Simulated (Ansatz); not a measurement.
The first iterations of a band of CH₅FGeN₂ (10 atoms, charge 0, multiplicity 1).

These are results of RKS PBE/def2-mTZVP in Ansatz, not measurements.

```json
{
  "movable images": "7",
  "climbing image": "yes",
  "spring": "5.0 eV/Å²",
  "optimiser": "quadratic models (default)",
  "start path": "through a guess of the saddle point",
  "force threshold": "0.05 eV/Å",
  "iteration limit": "60",
  "end points": "relaxed"
}
```

First end point:

```xyz
10
Properties=species:S:1:pos:R:3
N -0.250 -0.745 1.538
C -0.430 -1.201 0.255
N -0.120 -0.664 -0.868
Ge 0.559 1.026 -1.126
F -0.484 1.752 -2.356
H -0.020 0.234 1.698
H -0.744 -1.211 2.295
H -0.874 -2.213 0.242
H 0.474 2.027 0.073
H 1.971 0.945 -1.748
```

Last end point:

```xyz
10
Properties=species:S:1:pos:R:3
N -1.042 -0.639 1.069
C 0.043 -1.217 0.481
N 0.865 -0.727 -0.380
Ge 0.806 0.969 -1.063
F -0.538 1.917 -0.302
H -1.262 0.342 0.891
H -1.560 -1.133 1.788
H 0.195 -2.261 0.809
H 2.095 1.747 -0.713
H 0.480 0.950 -2.576
```

| iteration | highest image above the first end (eV) | largest band force component (eV/Å) |
| --- | --- | --- |
| 1 | 396.810 | 1133.620 |
| 2 | 186.708 | 559.666 |
| 3 | 94.548 | 269.327 |
| 4 | 41.664 | 123.503 |
| 5 | 22.217 | 69.624 |
| 6 | 9.449 | 31.853 |
| 7 | 4.007 | 14.455 |
| 8 | 1.415 | 7.411 |

Q: Does the band converge within its limit, and where does its top end?

A: The run converged. It ended after 25 iterations with the highest image 0.000 eV above the first end. The top lies less than 8 meV above the higher end, about what the thresholds resolve: that end is a shoulder or a very shallow well. A vibrational analysis at the climbing image gives no mode beyond 40i cm⁻¹: the surface is too flat there to confirm a saddle point.

Run time: 7.3 min on 2 threads of Arm Neoverse V2, on a shared host, peak memory 0.25 GiB.
